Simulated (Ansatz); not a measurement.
Reaction (ligand exchange at the Al–C bond): `CC[CH2][AlH2]` + `BN` → `B[NH][AlH2]` + propane

Gas-phase electronic energies from Ansatz, PBE0-D4/def2-TZVP geometries. CCSD(T)/CBS is the MP2 limit (def2-TZVPP, def2-QZVPP) plus CCSD(T) − MP2 in def2-TZVPP, frozen cores. This one scheme is used for every species. Functionals use def2-TZVPP. B3LYP here is the variant with VWN-RPA as its local correlation; programs differ in this. One conformer a species, not always the lowest.

| level | ΔE (kJ/mol) | difference from CCSD(T)/CBS |
| --- | --- | --- |
| LDA (SPW92) | -85.2 | 12.7 |
| revPBE-D4 | -87.6 | 10.3 |
| r2SCAN-D4 | -96.0 | 1.9 |
| B3LYP-D4 | -96.7 | 1.2 |
| r2SCANh-D4 | -96.5 | 1.4 |
| ωB97M-V | -94.9 | 3.0 |
| revPBE | -88.0 | 9.9 |
| BLYP | -95.5 | 2.4 |
| r2SCAN | -96.4 | 1.5 |
| HF/def2-SVP | -108.4 | -10.5 |
| CCSD(T)/def2-SVP | -100.4 | -2.5 |
| HF/def2-TZVPP | -109.7 | -11.8 |
| MP2/def2-TZVPP | -101.4 | -3.5 |
| CCSD/def2-TZVPP | -100.7 | -2.8 |
| CCSD(T)/def2-TZVPP | -99.4 | -1.5 |
| MP2/CBS(def2) | -99.9 | -2.0 |
| CCSD(T)/CBS | -97.9 | 0 |

Largest T1 diagnostic among the species: 0.012.

Leaving LDA and LC-ωPBE aside and taking each functional with its dispersion term where it has one, the values, not all of them listed here, spread over 14.7 kJ/mol, from BHLYP-D4 to PBE-D4. From BLYP to BHLYP (50 % exact exchange), in def2-TZVPP and without D4, ΔE moves by −7.3 kJ/mol. In def2-TZVPP, CCSD(T) changes the Hartree–Fock value by +10.3 kJ/mol (the triples alone add +1.3 kJ/mol) and MP2 by +8.3 kJ/mol.

CCSD(T)/CBS has its own doubt, a few kJ/mol and more with outer-core shells, so smaller differences from it don't rank the levels.
